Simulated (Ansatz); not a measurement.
CH₃ClMgS (`C[S][Mg][Cl]`) at its PBE0-D4/def2-TZVP geometry, where that method's forces vanish. Charge 0, multiplicity 1.

```xyz
7

C     1.1541    0.3321   -0.3463
S     0.3736   -1.2957   -0.0589
Mg   -1.7560   -0.7618    0.5366
Cl   -3.7937   -0.2334    1.1059
H     1.1647    0.9438    0.5552
H     2.1862    0.1368   -0.6365
H     0.6711    0.8782   -1.1560
```

(1) What forces (eV/Å) does PBE-D4/def2-TZVPP give on these atoms in Ansatz? (An estimate is asked.)

## Answers

(1) Computed: 
```
C1  -0.013  0.070  0.001
S2   0.021 -0.317  0.006
Mg3  0.019 -0.001 -0.005
Cl4 -0.162  0.040  0.045
H5   0.010  0.132  0.172
H6   0.212 -0.042 -0.059
H7  -0.086  0.119 -0.159
```
